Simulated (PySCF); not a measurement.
Electronic absorption of SnCl3(NHiPr)

SnCl3(NHiPr), C₃H₈Cl₃NSn.
SMILES: `CC(C)[NH][Sn]([Cl])([Cl])[Cl]`

The calculation used TDDFT wB97X-D/def2-SVPD, vertical, gas phase, core orbitals frozen in the response, def2 core potentials past Kr (PySCF). Geometry: PBE0-D3(BJ)/def2-SVP, one conformer, isolated molecule. Spin–orbit coupling is left out.

Task: What does the calculation give for the low-lying excited states?

Result: 

| state | E (eV) | λ (nm) | ν̃ (cm⁻¹) | f | \|μ\| (D) | main configurations (H = HOMO, L = LUMO) |
| --- | --- | --- | --- | --- | --- | --- |
| S1 | 4.31 | 287.4 | 34800 | 0.038 | 1.52 | H→L (95%) |
| S2 | 5.57 | 222.7 | 44910 | 0.0017 | 0.29 | H-2→L (86%), H-1→L (8%) |
| S3 | 5.76 | 215.4 | 46420 | 0.032 | 1.22 | H-3→L (37%), H-1→L (36%), H-4→L (11%) |
| S4 | 5.76 | 215.1 | 46480 | 0.039 | 1.34 | H-3→L (48%), H-1→L (25%), H-4→L (10%) |
| S5 | 5.91 | 209.9 | 47630 | 0.051 | 1.51 | H-4→L (66%), H-1→L (17%) |
| S6 | 6.01 | 206.2 | 48490 | 0.028 | 1.10 | H-6→L (65%), H-5→L (22%) |
| S7 | 6.05 | 204.9 | 48790 | 0.048 | 1.44 | H-5→L (62%), H-6→L (23%) |
| S8 | 6.76 | 183.4 | 54520 | 0.0076 | 0.54 | H→L+1 (50%), H→L+2 (38%) |
| S9 | 6.99 | 177.4 | 56370 | 0.015 | 0.75 | H→L+2 (32%), H→L+1 (28%), H→L+4 (12%) |
| S10 | 7.12 | 174.1 | 57430 | 0.0065 | 0.49 | H-7→L (36%), H→L+3 (16%), H→L+4 (10%) |

Triplets (Tamm–Dancoff): T1 3.78 eV, H→L (92%); T2 5.19 eV, H-2→L (81%), H-1→L (10%); T3 5.29 eV, H-1→L (66%), H-4→L (14%); T4 5.29 eV, H-3→L (89%).

The lowest singlet lies at 4.31 eV (287 nm, ultraviolet) and is of moderate strength; its leading configuration is HOMO→LUMO (95%). The most intense listed level is S5 at 5.91 eV (210 nm, f = 0.051), 1.59 eV above S1. S3/S4 lie within about 0.01 eV of each other. Löwdin shares by element: HOMO nitrogen 56%, carbon 19% or more, chlorine 6% or more (atoms not listed hold the other 19%); LUMO chlorine 58%, tin 26% (atoms not listed hold the other 15%). Orbital energies (eV): HOMO-3 -11.31, HOMO-2 -11.19, HOMO-1 -11.16, HOMO -9.59, LUMO -1.01, LUMO+1 1.60, LUMO+2 1.64. The listed states span 2.81 eV, and the widest gap between neighbours is 1.25 eV (S1 to S2). The vertical ionisation energy (ΔSCF) is 9.50 eV, 2.38 eV above S10. Singlets were solved by full linear response, triplets in the Tamm–Dancoff approximation.
